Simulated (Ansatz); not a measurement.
A nudged elastic band was laid between two geometries of AlFH₄SSi (8 atoms, charge 0, multiplicity 1).

These are results of Ansatz 0.2.0, RKS r2SCAN/def2-SVP, not measurements.

- movable images: 5
- climbing image: yes
- spring: 5.0 eV/Å²
- optimiser: quadratic models (default)
- start path: IDPP
- force threshold: 0.03 eV/Å
- iteration limit: 60
- end points: relaxed

Image 0:

```xyz
8
Properties=species:S:1:pos:R:3
F -1.519 1.323 0.418
Si 0.105 1.390 0.335
S 0.935 -0.432 1.075
Al 0.032 -1.837 -0.356
H 0.456 1.629 -1.089
H 0.577 2.485 1.219
H -0.753 -1.243 -1.596
H 0.258 -3.373 -0.063
```

Image 6:

```xyz
8
Properties=species:S:1:pos:R:3
F -1.516 1.336 0.409
Si 0.109 1.390 0.333
S 0.922 -0.434 1.085
Al 0.026 -1.839 -0.353
H 0.469 1.622 -1.090
H 0.583 2.486 1.216
H 0.237 -3.375 -0.051
H -0.738 -1.243 -1.605
```

**Question.** Which bonds break or form, and what moves?

**Answer.** No bond is made or broken. The dihedral Si2–S3–Al4–H7 goes from 8 to -173°. The two ends are copies of one structure, up to a mirror image or an exchange of like atoms.

**Question.** Give the energies along the band, and the barrier.

**Answer.** It converged. The highest image is number 3 of 0 to 6, 0.229 eV above the ends, which have the same energy within 2 meV. A vibrational analysis at the climbing image gives one clearly imaginary mode, 181i cm⁻¹, and a faint second one (35i cm⁻¹) that may be numerical noise or a soft torsion: probably a first-order saddle point.

| image | path coordinate (Å) | energy (eV) | dihedral Si2–S3–Al4–H7 (°) |
| --- | --- | --- | --- |
| 0 | 0.00 | 0.000 | 8 |
| 1 | 0.88 | 0.052 | -21 |
| 2 | 1.76 | 0.167 | -53 |
| 3 | 2.64 | 0.229 | -85 |
| 4 | 3.53 | 0.168 | -115 |
| 5 | 4.41 | 0.055 | -144 |
| 6 | 5.29 | 0.000 | -173 |

**Question.** What is the geometry of the highest image?

**Answer.** 
```xyz
8
Properties=species:S:1:pos:R:3
F -0.940 1.882 -0.277
Si 0.469 1.330 0.324
S 0.174 -0.477 1.397
Al -0.509 -1.776 -0.276
H 1.358 1.141 -0.856
H 1.012 2.330 1.275
H -2.036 -1.769 -0.683
H 0.563 -2.718 -0.961
```

Time of the run: 58 s on 2 threads of Intel(R) Xeon(R) Platinum 8488C (Sapphire Rapids), with other jobs on the host, peak memory 0.19 GiB.
